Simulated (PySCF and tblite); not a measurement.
Results of a calculation; reference values are marked as such.
System: C6H8O3, numbered as in [CH2:1]=[CH:2]/[C:3]([OH:4])=[CH:5]\[C:6](=[O:7])[O:8][CH3:9].

Motion: rotation about the C6–O8 bond (torsion C5–C6–O8–C9 from -180° to 0°, rising). GFN2-xTB gives an electronic barrier of 13.2 kcal/mol and a reaction energy of 8.1 kcal/mol.

**Question.** What does PBE0/pcSseg-1 + D3(BJ), IEF-PCM chloroform give on GFN2-xTB geometries?

**Answer.** A barrier of 11.6 kcal/mol, 1.6 below the tight-binding barrier (from unrounded values), a reaction energy of 6.5 kcal/mol and, with GFN2-xTB thermal terms, ΔG‡(298 K) = 11.5 kcal/mol and k = 4.3×10⁴ s⁻¹ (2 equivalent paths).

Programs: tblite and PySCF.
